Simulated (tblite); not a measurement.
A tight-binding relaxation on `[CH2][C@@H]1C=C(Cl)C(Cl)=C1F` [radical].

Computed with GFN2-xTB geometry optimisation, gas phase (tblite 0.8.0). Start geometry: from a force field or distance geometry. The command runs a driver script over a list of jobs; the input below is this job's line of settings and its coordinates in Å.

Command:
```bash
OMP_NUM_THREADS=1 python probes_run.py task.json out
```

Input:
```
{"job": {"kind": "relax", "xc": "GFN2-xTB", "basis": "xTB"}, "charge": 0, "multiplicity": 2}
C     -1.571000    -0.834400     0.818600
C     -0.726100    -0.396600    -0.329500
C      0.660500    -1.024700    -0.257400
C      1.574500    -0.043000    -0.205000
Cl     3.250000    -0.312800    -0.117300
C      0.929500     1.240500    -0.205900
Cl     1.735900     2.738400    -0.148000
C     -0.382900     1.067400    -0.267400
F     -1.291000     2.050500    -0.313300
H     -1.160800    -1.033500     1.802500
H     -2.658600    -0.715100     0.744500
H     -1.208100    -0.655100    -1.268500
H      0.843700    -2.081200    -0.271000
```

Output:
```
step      E/eV     max force
  0    -778.18346    1.229
  1    -778.23286    0.895
  2    -778.25048    0.307
  3    -778.25769    0.305
  4    -778.26353    0.253
  5    -778.27037    0.256
  6    -778.27475    0.218
  7    -778.27690    0.146
  8    -778.27800    0.084
  9    -778.27895    0.078
... (29 lines left out)
 39    -778.28628    0.022
 40    -778.28634    0.021
 41    -778.28643    0.029
 42    -778.28654    0.028
 43    -778.28661    0.022
 44    -778.28665    0.018
 45    -778.28668    0.013
 46    -778.28671    0.018
 47    -778.28675    0.016
 48    -778.28678    0.010
```

«max force» is the largest atomic force in eV/Å.

Q: From which step on does the largest force stay under 0.1 eV/Å, and how much energy is left to gain from there?

A: From step 26 (0.079 eV/Å), 2.2 meV above the end.

In short: energy lowered by 2.4 kcal/mol over 48 steps; largest atomic force 0.010 eV/Å at the end.

Hardware: one thread, Arm Neoverse V2 (aarch64), on a shared host. Cost: 0.3 s wall.
Labels such as C1 count atoms from 1, the log's own numbers from 0.
